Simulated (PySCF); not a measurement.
AlClHI, SMILES [I][AlH][Cl].

Coordinates come from a B3LYP-D3(BJ)/def2-TZVP optimisation. The def2 effective core potentials stand for the cores of I; spin–orbit coupling is left out.

These are TDA-LC-ωPBE/def2-SVPD (PySCF) values and carry that method's errors.

Vertical excitations.  State labels are in the subgroup Cs.

**Question.** Give excitation energies, oscillator strengths and character. (Estimate from the structure and the level; the computed values follow.)

**Answer.** 
```json
[
 {"state": "S1", "symmetry": "A\"", "energy (eV)": "5.73", "λ (nm)": "217", "f": "0.000", "main pairs": "HOMO→LUMO 94 %"},
 {"state": "S2", "symmetry": "A'", "energy (eV)": "6.24", "λ (nm)": "199", "f": "0.047", "main pairs": "HOMO−1→LUMO 79 %"},
 {"state": "S3", "symmetry": "A\"", "energy (eV)": "6.37", "λ (nm)": "195", "f": "0.005", "main pairs": "HOMO−2→LUMO 60 %, HOMO−1→LUMO+1 27 %"},
 {"state": "S4", "symmetry": "A'", "energy (eV)": "6.37", "λ (nm)": "195", "f": "0.040", "main pairs": "HOMO→LUMO+1 66 %, HOMO→LUMO+2 12 %"},
 {"state": "S5", "symmetry": "A\"", "energy (eV)": "6.51", "λ (nm)": "191", "f": "0.033", "main pairs": "HOMO−1→LUMO+1 50 %, HOMO−2→LUMO 34 %, HOMO−1→LUMO+2 8 %"},
 {"state": "S6", "symmetry": "A'", "energy (eV)": "7.70", "λ (nm)": "161", "f": "0.164", "main pairs": "HOMO−2→LUMO+1 53 %, HOMO→LUMO+6 13 %, HOMO→LUMO+3 8 %"},
 {"state": "S7", "symmetry": "A\"", "energy (eV)": "7.76", "λ (nm)": "160", "f": "0.002", "main pairs": "HOMO−4→LUMO 86 %"},
 {"state": "S8", "symmetry": "A'", "energy (eV)": "7.92", "λ (nm)": "157", "f": "0.061", "main pairs": "HOMO→LUMO+2 40 %, HOMO→LUMO+9 13 %, HOMO→LUMO+1 11 %, HOMO−3→LUMO 10 %"},
 {"state": "S9", "symmetry": "A'", "energy (eV)": "7.94", "λ (nm)": "156", "f": "0.071", "main pairs": "HOMO−3→LUMO 79 %"},
 {"state": "S10", "symmetry": "A\"", "energy (eV)": "7.95", "λ (nm)": "156", "f": "0.000", "main pairs": "HOMO−5→LUMO 68 %"},
 {"state": "T1", "symmetry": "A'", "energy (eV)": "5.51", "λ (nm)": "225", "f": "0", "main pairs": "HOMO−1→LUMO 91 %"},
 {"state": "T2", "symmetry": "A\"", "energy (eV)": "5.53", "λ (nm)": "224", "f": "0", "main pairs": "HOMO→LUMO 81 %"},
 {"state": "T3", "symmetry": "A'", "energy (eV)": "5.85", "λ (nm)": "212", "f": "0", "main pairs": "HOMO→LUMO+1 69 %, HOMO→LUMO+2 16 %"},
 {"state": "T4", "symmetry": "A\"", "energy (eV)": "5.86", "λ (nm)": "212", "f": "0", "main pairs": "HOMO−2→LUMO 42 %, HOMO−1→LUMO+1 31 %, HOMO→LUMO 9 %, HOMO−1→LUMO+2 6 %"}
]
```
Triplets are in the Tamm–Dancoff approximation.
